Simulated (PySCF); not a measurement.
Simulated absorption spectrum

Compound: C2H5FPSi (charge +1).
Z-matrix (Å and degrees, GFN2-xTB geometry), rows numbered from 1:
```
F 
C   1  1.2694
C   2  1.2629  1  163.23
Si  3  1.9601  2  149.16  1     2.66
P   2  1.9955  1  124.75  3  -179.27
H   4  1.4587  3  101.53  2  -150.49
H   4  1.4576  3  100.62  2    91.14
H   4  1.4551  3  100.83  2   -30.11
H   5  1.3902  2  110.50  3   -56.33
H   5  1.3901  2  110.64  3    55.87
```

Computed, not measured: TDDFT CAM-B3LYP/def2-SVPD, vertical, gas phase, core orbitals frozen in the response in PySCF 2.14.0, density-fitted response routines.

Computed states:

| state | E (eV) | f |
| --- | --- | --- |
| S1 | 5.10 | 0.0001 |
| S2 | 6.14 | 0.243 |
| S3 | 6.70 | 0.016 |
| S4 | 6.92 | 0.010 |
| S5 | 6.94 | 0.0016 |
| S6 | 7.00 | 0.0053 |
| S7 | 7.33 | 0.053 |
| S8 | 7.44 | 0.027 |

Each state is given a Gaussian of 0.25 eV full width at half maximum, with ε(max) = 2.175×10⁸ f / Δν̃ (Δν̃ the width in cm⁻¹). The cross-section is σ = 3.8235×10⁻²¹ ε cm², given in Mb (10⁻¹⁸ cm²). The width is an assumption, not a result. The curve ends short of the highest state used, and states not computed would add to its high-energy end.

Task: What does the envelope look like, and where are its maxima?

Result: 
E (eV), σ (Mb) and a bar:
```
     4.72       0.00 
     4.80       0.00 
     4.87       0.00 
     4.94       0.02 
     5.01       0.03 
     5.09       0.05 
     5.16       0.04 
     5.23       0.02 
     5.31       0.01 
     5.38       0.00 
     5.45       0.00 
     5.53       0.00 
     5.60       0.00 
     5.67       0.01 
     5.74       0.09 
     5.82       1.18 
     5.89       6.76 ##
     5.96      25.16 ########
     6.04      66.35 ####################
     6.11      97.28 ##############################
     6.18      92.33 ############################
     6.25      56.74 #################
     6.33      19.12 ######
     6.40       4.75 #
     6.47       1.39 
     6.55       2.59 #
     6.62       5.20 ##
     6.69       7.18 ##
     6.77       7.35 ##
     6.84       7.13 ##
```

Maxima: 243 nm (5.10 eV), ε about 12, made up of S1 (100%); 202 nm (6.14 eV), ε about 26000, made up of S2 (100%); 184 nm (6.73 eV), ε about 2000, made up of S3 (85%) and S4 (13%) (ε in L mol⁻¹ cm⁻¹; maxima over ε = 5, shares over 10%). At its high-energy end, 6.84 eV, the curve is still rising (ε about 1900, from S3 and S4).

Task: What would ε be at 6.14 eV, the highest of these maxima, with half the width (0.125 eV)?

Result: About 52400 L mol⁻¹ cm⁻¹ against 26300, a factor of about 2.00; a lone state at its own centre would give exactly 2.

Task: On this curve, what absorbance would a 10⁻³ mol/L sample give at 254 nm over a 1 cm path?

Result: 254 nm is 4.881 eV, where ε is about 1.5 L mol⁻¹ cm⁻¹, so A = ε c l ≈ 0.0015 (Beer–Lambert, with the gas-phase spectrum and the assumed width).

Task: Coming from long wavelengths, where does ε first pass 100 L mol⁻¹ cm⁻¹?

Result: At about 214 nm (5.78 eV), 0.68 eV above S1.

Hardware: one thread, Arm Neoverse V1, on a shared host. Cost: 15 s.
